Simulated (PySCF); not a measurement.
but-3-ene-1-selenol (C₄H₈Se), SMILES C=CCC[SeH].

The structure is a stationary point at PBE-D3(BJ)/def2-SVP. The values are those of a single conformer.

Vertical ionisation energy (IE) and electron affinity (EA) in eV. Rows of orbital energies are one-electron estimates. Where ΔSCF, EOM or ADC give a negative EA the extra electron is unbound and the value depends on the basis.

```tsv
level	IE	EA
−ε(HOMO), −ε(LUMO), ωB97X/def2-TZVP (PySCF)	___	___
−ε(HOMO), −ε(LUMO), PBE/def2-TZVP (PySCF)	5.38	1.29
```

Question: Fill in the missing entries. (Estimate from the structure and the level; the computed values follow.)

Answer: 
- −ε(HOMO), −ε(LUMO), ωB97X/def2-TZVP (PySCF), IE: 8.87
- −ε(HOMO), −ε(LUMO), ωB97X/def2-TZVP (PySCF), EA: -1.78
